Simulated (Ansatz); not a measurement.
Relaxation of CH5GaOSi (9 atoms, charge 0, multiplicity 1), to a largest force component of 0.02 eV/Å in at most 50 steps.

Computed with RKS CAM-B3LYP/def2-SVP in Ansatz 0.2.0.

```xyz
9
Properties=species:S:1:pos:R:3
O 1.114 -1.279 -0.219
C 0.322 -0.366 -0.068
Si 0.708 1.386 -0.774
Ga -1.183 -1.338 1.007
H -0.319 1.614 -1.793
H 0.553 2.297 0.362
H 2.059 1.378 -1.321
H -0.649 -2.830 1.144
H -2.605 -0.861 1.662
```

Problem. Where does it end, and by what steps?

Solution. The forces met the threshold. The force dipped under the threshold on the way, but the program's further checks kept it going. After 8 steps the energy has fallen by 0.274 eV; H9 moved furthest, 0.62 Å.

```
step  energy less start (eV)  largest force component (eV/Å)  accepted
   0                  0.0000                           0.989       yes
   1                 -0.1929                           0.620       yes
   2                 -0.2416                           0.384       yes
   3                 -0.2584                           0.316       yes
   4                 -0.2708                           0.176       yes
   5                 -0.2610                           0.959        no
   6                 -0.2737                           0.012       yes
   7                 -0.2741                           0.022       yes
   8                 -0.2742                           0.014       yes
```

```xyz
9
Properties=species:S:1:pos:R:3
O 1.422 -1.341 -0.354
C 0.519 -0.570 -0.100
Si 0.612 1.278 -0.686
Ga -1.072 -1.329 0.945
H -0.500 1.497 -1.657
H 0.377 2.154 0.497
H 1.922 1.585 -1.317
H -0.991 -2.847 1.314
H -2.290 -0.426 1.358
```

Whether the end is a true minimum wasn't checked by a vibrational analysis.

Time of the run: 34 s on 2 threads of Arm Neoverse V1, with other jobs on the host, peak memory 0.28 GiB.
